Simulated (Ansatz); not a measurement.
Cl₂H₂HfOSe (`[OH][Hf]([Cl])([Cl])[SeH]`) at its PBE0-D4/def2-TZVP geometry, where that method's forces vanish. The species carries charge 0 and has multiplicity 1. Hf takes the def2 core potential.

```xyz
7

O    -1.0164    0.8872    0.7044
Hf   -0.0423   -0.5918    0.0594
Cl   -1.4008   -1.9857   -1.2380
Cl    0.8447   -1.8439    1.8249
Se    1.8700    0.3491   -1.3854
H    -1.6307    1.4817    1.1258
H     1.3754    1.7033   -1.0911
```

**Question.** What forces (eV/Å) does PBE-D4/def2-TZVPP give on these atoms in Ansatz? (Estimate.)

**Answer.** The calculation gave: 
```
O1   0.134 -0.004 -0.098
Hf2  0.078 -0.126 -0.050
Cl3 -0.100 -0.106 -0.108
Cl4  0.077 -0.094  0.134
Se5  0.203 -0.172 -0.140
H6  -0.307  0.280  0.211
H7  -0.084  0.221  0.051
```
